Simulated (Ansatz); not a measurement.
Job for Ansatz (a first-principles code): R-RI-MP2/aug-cc-pV(T+d)Z on CH7FSi (a complex). Files ending in .json are basis or fitting sets from the Basis Set Exchange.

Ansatz 0.2 input:
```yaml
crystal:
  periodic: [false, false, false]
  atoms:
    - {symbol: Si, position_ang: [0.16149130, 0.13117094, 0.03924316]}
    - {symbol: H, position_ang: [-1.16059427, 0.47776791, 0.60672008]}
    - {symbol: H, position_ang: [1.15143419, 1.17778745, 0.36702817]}
    - {symbol: H, position_ang: [0.03266934, 0.02505831, -1.43417435]}
    - {symbol: H, position_ang: [0.60231439, -1.17765768, 0.57120317]}
    - {symbol: C, position_ang: [-0.49279672, -0.72917343, 3.67973502]}
    - {symbol: F, position_ang: [0.34653352, 0.26373972, 3.18173847]}
    - {symbol: H, position_ang: [-0.10355472, -1.70051019, 3.37401466]}
    - {symbol: H, position_ang: [-0.51232778, -0.65326777, 4.76715204]}
    - {symbol: H, position_ang: [-1.49214756, -0.57821938, 3.27099969]}
basis:
  gaussian:
    orbitals: aug-cc-pV_T+d_Z.json
    fitting: {mean_field: def2-universal-JKFIT, correlation: aug-cc-pVTZ-RIFIT.json}
magnetization: {spin_polarized: false}
correlation: {method: mp2, electrons: outside_noble_gas}
scf: {lower_state_search: off}
```

The head of its log:

```
WARN ansatz: RAYON_NUM_THREADS=1 ignored (pool sized by the plan → 1); use --threads N
Functional definition: HF
these checks for a lower state are left out or cut short: stability, starts, cluster_reference, orbital_swaps, neighbouring_geometries, increment
integrals: 0.34 GiB planned
406 factors; integrals over basis functions are off by at most 1.1e0 eV
mean field: 0.54 GiB planned
mean field evaluation 1: about -11709.0154 eV, gradient 2.4e1 eV
mean field evaluation 2: about -11710.4732 eV, gradient 1.1e1 eV
mean field evaluation 4: about -11710.7078 eV, gradient 5.0e-1 eV
mean field -11710.70909382 eV, -430.3606213943 hartree, gradient 2.0e-6 eV, S^2 0.000000; 0 other end points of the search recorded, 0 dependent functions left out
7 core orbitals not correlated
681 factors; their error is unknown
reference -11710.70909382 eV, -430.3606213943 hartree; 11, 11 occupied and 290, 290 virtual orbitals, 681 factors
```

Question: What total energy does the run end on?

Answer: -430.9535 hartree.
